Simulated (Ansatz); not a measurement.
Si₁₉AsH₃₂⁻, relaxed as a singlet with RKS PBE-D4/def2-SVP in Ansatz, starting from a model built from a lattice or polyhedron. Force threshold 0.03 eV/Å.

Single mean-field runs in def2-SVP are fitted with def2-universal-jkfit.

Start:

```xyz
52

Si   -2.326   -1.256   -4.027
Si    3.729    0.949   -2.420
Si    2.184    3.211    0.285
As   -0.061    0.983   -1.867
Si   -0.028   -2.816   -1.404
Si    2.229   -0.584    0.779
Si   -1.571   -0.564    1.289
Si   -3.830   -2.823   -0.862
Si    0.695    1.684    3.419
Si    0.726   -2.148    3.937
Si    1.659    0.827   -3.443
Si   -2.152    0.821   -2.908
Si   -2.095   -2.965   -2.473
Si    0.104    3.084   -0.779
Si    3.910    3.051   -1.313
Si    2.392    1.492    1.866
Si   -3.665   -0.735    0.245
Si   -1.421    1.506    2.386
Si   -1.339   -2.297    2.885
Si    0.902   -0.051    5.034
H    -3.623   -1.334   -4.691
H    -1.275   -1.355   -5.037
H     4.768    0.864   -3.384
H     3.850   -0.113   -1.426
H     2.283    4.489    0.956
H     1.023   -2.912   -2.367
H     0.118   -3.895   -0.426
H     3.293   -0.670   -0.218
H     2.349   -1.657    1.755
H    -5.114   -2.905   -1.518
H    -3.699   -3.868    0.123
H     0.750    2.959    4.139
H     1.768   -2.240    2.955
H     0.873   -3.214    4.916
H     1.523    1.857   -4.442
H     1.538   -0.446   -4.143
H    -2.288    1.912   -3.884
H    -3.202    0.936   -1.952
H    -2.222   -4.251   -3.135
H    -0.012    4.138   -1.743
H    -0.966    3.220    0.228
H     3.737    4.096   -2.263
H     5.172    3.139   -0.667
H     3.693    1.581    2.514
H    -3.796    0.345   -0.742
H    -4.726   -0.600    1.207
H    -1.535    2.603    1.423
H    -2.460    1.625    3.404
H    -1.461   -3.572    2.206
H    -2.433   -2.179    3.869
H     2.178    0.049    5.707
H    -0.145    0.029    6.009
```

Problem. Estimate the energy that the relaxation releases and the steps that it takes.

Solution. 5.92 eV, in 26 steps; 1.8 min on 2 threads of AMD EPYC 7R13 on a shared host and a share (18 GiB) of an NVIDIA H100 80GB HBM3. No frequencies were taken in this run, so the end may be a saddle point.

Problem. Does the start keep its bonding and symmetry?

Solution. Bonds formed: Si5–Si6 (atoms count from 1).

Problem. Predict the relaxed structure.

Solution. 
Cartesian coordinates in Å:
```
Si -1.9063 -1.3733 -3.5595
Si 3.7465 1.5836 -3.1215
Si 2.2332 2.9002 0.2947
As 0.2153 0.8593 -1.8163
Si 0.3654 -2.6552 -0.3762
Si 2.0336 -1.0783 0.1808
Si -1.6463 -0.3842 0.9268
Si -3.6925 -2.8543 -0.6357
Si 0.5265 1.4576 3.2372
Si 0.2891 -2.2116 3.8933
Si 1.4899 1.4085 -3.7792
Si -1.8941 0.8753 -2.9066
Si -1.5838 -2.7972 -1.7126
Si 0.2868 3.0948 -0.9993
Si 4.0116 2.9962 -1.2479
Si 2.0545 0.8897 1.5217
Si -3.9306 -0.8001 0.5070
Si -1.6935 1.4271 2.4318
Si -1.7424 -1.9556 2.7173
Si 0.7584 -0.1562 4.9320
H -3.1782 -1.7892 -4.2656
H -0.7832 -1.5107 -4.5631
H 4.5980 2.1272 -4.2496
H 4.2730 0.2095 -2.7953
H 2.4227 4.0518 1.2594
H 1.2966 -3.6433 -1.0878
H 0.0206 -3.3935 0.8941
H 2.8663 -0.7536 -1.0392
H 2.9451 -1.9962 0.9816
H -4.6989 -3.1095 -1.7410
H -3.7635 -4.0564 0.2749
H 1.0291 2.7983 3.7413
H 1.4625 -2.5110 2.9904
H 0.2422 -3.3213 4.9241
H 1.0710 2.6825 -4.4781
H 1.3630 0.2853 -4.7816
H -1.9510 1.8367 -4.0736
H -2.9789 1.2394 -1.9322
H -1.4144 -4.1519 -2.3893
H 0.3914 4.1364 -2.0911
H -0.9470 3.3767 -0.1862
H 4.0905 4.4132 -1.7773
H 5.3423 2.7098 -0.5887
H 3.4120 0.7726 2.1945
H -4.5913 0.1576 -0.4650
H -4.9227 -0.9750 1.6430
H -1.9589 2.7735 1.7907
H -2.5959 1.3762 3.6523
H -2.1426 -3.3416 2.2554
H -2.7340 -1.6160 3.8179
H 2.1420 -0.1162 5.5493
H -0.2290 0.1121 6.0480
```
Bond lengths: 20 × Si–Si 2.34 to 2.38 Å; 3 × As–Si 2.37 to 2.40 Å; 32 × H–Si 1.50 to 1.53 Å.
